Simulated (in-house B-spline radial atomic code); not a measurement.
Computed with a B-spline radial atomic code. Model: two electrons, singlet ground state, non-relativistic, full CI in B-splines with partial waves to l = 8 (at full coupling up to 3e-4 hartree above the limit, correlation up to 0.6 % small), density held at that of full coupling by Lieb maximisation.

W(λ) is the mean repulsion in the state of coupling λ less the Hartree energy of the fixed density. Its start is exact exchange, its initial slope is twice the second-order Görling-Levy correlation energy, and its area from 0 to 1 is E_xc. A straight curve means weak, dynamic correlation, and a curve that drops fast and flattens means strong correlation.

Command:
```bash
python run_ac.py task.json out
```
Settings (lengths in bohr, energies in hartree):
```
potential              yukawa
strength               1.38
lmax                   8
second                 0.123
```

Run time, properties included: 31 s on 1 thread of Intel(R) Xeon(R) Processor @ 2.30GHz (shared host).

**W = mean repulsion less Hartree energy, and W of three functionals.**

Given: confinement screened point charge; nuclear charge 1.38; screening of the nucleus 0.123 1/bohr; external potential -Z exp(-k r)/r.

Computed: PBE exchange minus exact -0.38857 millihartree; SCAN exchange minus exact -7.4032 millihartree.

| coupling | W xc (hartree) | W xc minus exchange (millihartree) | kinetic minus Kohn-Sham (millihartree) | LDA (PW92) W minus its exchange (millihartree) | PBE W minus its exchange (millihartree) | SCAN W minus its exchange (millihartree) |
| --- | --- | --- | --- | --- | --- | --- |
| 0 | -0.62081 | 0 | 0 | 0 | 0 | 0 |
| 0.02 | -0.62285 | -2.046 | 0.02 | -10.62 | -1.62 | -1.79 |
| 0.05 | ? | ? | ? | ? | ? | ? |
| 0.12 | -0.63262 | -11.816 | 0.7 | -39.62 | -9.88 | -10.1 |
| 0.25 | -0.64428 | -23.474 | 2.84 | -64.3 | -20.26 | -19.81 |
| 0.4 | -0.65644 | -35.633 | 6.78 | -85.78 | -31.43 | -29.87 |
| 0.6 | -0.67081 | -50 | 13.93 | -108.26 | -44.99 | -41.78 |
| 0.8 | -0.6834 | -62.59 | 22.72 | -126.44 | -57.15 | -52.32 |
| 1 | -0.6945 | -73.697 | 32.69 | -141.75 | -68.12 | -61.75 |
| 1.4 | -0.71317 | -92.358 | 54.94 | -166.57 | -87.11 | -78 |
| 2 | ? | ? | ? | ? | ? | ? |
| 3 | -0.75964 | -138.83 | 152.73 | -227.81 | -138.72 | -121.61 |
| 4.5 | -0.78339 | -162.59 | 240.37 | -260.99 | -168.59 | -146.02 |

Q: What belongs in the row 0.05?

A: W xc (hartree): -0.62586; W xc minus exchange (millihartree): -5.055; kinetic minus Kohn-Sham (millihartree): 0.13; LDA (PW92) W minus its exchange (millihartree): -21.26; PBE W minus its exchange (millihartree): -4.1; SCAN W minus its exchange (millihartree): -4.38.

Q: What belongs in the row 2?

A: W xc (hartree): -0.73466; W xc minus exchange (millihartree): -113.85; kinetic minus Kohn-Sham (millihartree): 91.16; LDA (PW92) W minus its exchange (millihartree): -194.66; PBE W minus its exchange (millihartree): -110.08; SCAN W minus its exchange (millihartree): -97.53.

Q: What is the LDA exchange minus exact?

A: 81.822 millihartree.

**Energy parts, natural occupations and partial-wave weights.**

Computed: total energy -0.8845 hartree; exchange energy -0.62081 hartree; correlation energy -0.041008 hartree; kinetic part of the DFT correlation energy 0.032689 hartree; initial slope twice GL2 -0.10306 hartree; Hartree energy 1.2416 hartree; Kohn-Sham kinetic 1.1338 hartree.

```
natural  occupation of the shell (electrons)
      s                                1.958
      s                                    ?
      p                              0.01526
      d                           0.00052763
      p                           0.00042324
      s                           0.00028347
```

Q: What belongs in the row s?

A: occupation of the shell (electrons): 0.025257.

```
wave      weight
   s      0.9918
   p           ?
   d  0.00029368
   f   3.771e-05
   g   8.373e-06
```

Q: What belongs in the row p?

A: weight: 0.0078601.

Q: What is the Lieb Oxford ratio E_xc over LDA exchange?

A: 1.2279.

Q: What is the kinetic part over minus potential part?

A: 0.44356.

Half-way to full coupling W has made 58 % of its drop, against 50 % for a straight line, and second-order (GL2) theory, half the initial slope, overshoots the correlation energy by about 26 %: a moderate bend, as in light atoms. Over couplings 0 to 1 the errors in E_xc come to about +32 millihartree for LDA, +3.7 millihartree for PBE, -0.8 millihartree for SCAN, so SCAN is nearest. In LDA and PBE and SCAN the errors of exchange and correlation have opposite signs, so the sum is smaller than the larger of the two.
